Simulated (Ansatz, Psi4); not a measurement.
Approach curve of the dimer H4Si2 ··· H2 (SMILES [SiH][SiH3] and [H][H]). Monomers: optimised at B3LYP-D3(BJ) (def2-TZVP), held rigid. Orientation: a higher rigid-body minimum at GFN2-xTB. R is the distance of the centres of mass, along which the second monomer moves.

Geometry at R = 3.36 Å (first 6 atoms: monomer A):
```
8

Si     0.1923     1.3744     1.2855
H     -0.4794     2.1568     0.1639
Si     0.0955    -0.5711    -0.1116
H      0.8556    -0.3095    -1.3656
H     -1.3190    -0.8526    -0.4821
H      0.6550    -1.7979     0.5098
H      3.0912    -0.0182     0.7337
H      3.8320    -0.0154     0.8015
```

Levels: SAPT0/jun-cc-pVDZ, frozen core (Psi4); PBE/def2-TZVP, counterpoise-corrected (Psi4); MP2/aug-cc-pVTZ = DF-MP2/aug-cc-pVTZ, frozen core, counterpoise-corrected in Psi4; wB97X-D/def2-TZVP, counterpoise-corrected (Psi4); CCSD(T)/aug-cc-pVDZ = CCSD(T) on RHF/aug-cc-pVDZ, frozen core, counterpoise-corrected in Ansatz (an electronic-structure program).

Cost and agreement with CCSD(T)/aug-cc-pVDZ over the 11 points of the scan, with CCSD(T)/aug-cc-pVDZ as yardstick. Costs are rough ratios of core time within Psi4 on shared cores, each with its mean field (Kohn-Sham runs search longer for lower solutions than correlated ones do); the miss is the largest difference from CCSD(T) of the interaction energy, in kJ/mol.

Task: Which is the cheapest of these levels that stays within 1.8 kJ/mol of CCSD(T)/aug-cc-pVDZ?

Result: SAPT0/jun-cc-pVDZ.

```json
[
 {"level": "SAPT0/jun-cc-pVDZ", "relative cost": "1", "largest difference": "1.22"},
 {"level": "PBE/def2-TZVP", "relative cost": "4", "largest difference": "1.94"},
 {"level": "MP2/aug-cc-pVTZ", "relative cost": "4", "largest difference": "1.61"},
 {"level": "wB97X-D/def2-TZVP", "relative cost": "4", "largest difference": "2.76"}
]
```

Costs within a factor of two of each other count as equal.
